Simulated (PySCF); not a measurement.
Computed shifts of a molecule CH₇NSi₃, B3LYP/pcSseg-1 (PySCF), GIAO, gas phase, atoms alike by connectivity averaged where their shifts nearly agree, in ppm (number of nuclei): ²⁹Si: 0.4 (1), -31.2 (1), -99.9 (1). ¹⁵N: 578.8 (1). ¹³C: 221.3 (1). ¹H: 10.31 (1), 6.08 (1), 5.66 (1), 5.56 (1), 3.95 (3). References: ²⁹Si against TMS (σ = 338.7 ppm); ¹⁵N against NH3 (σ = 265.5 ppm); ¹³C against TMS (σ = 181.3 ppm); ¹H against TMS (σ = 31.68 ppm), references at their B3LYP-D3(BJ)/def2-TZVP geometries, non-relativistic. Geometry optimised at r2SCAN-D4/def2-SVP. The values are those of a single conformer.

Question: Which molecule gave these data?
A. [SiH3]C1=N[SiH2][SiH2]1
B. [SiH3][Si@H]1N=C[SiH2]1
C. [SiH3][Si@@H]1C=N[SiH2]1
D. C1=N[SiH2][SiH2][SiH2]1

Answer: B, [SiH3][Si@H]1N=C[SiH2]1
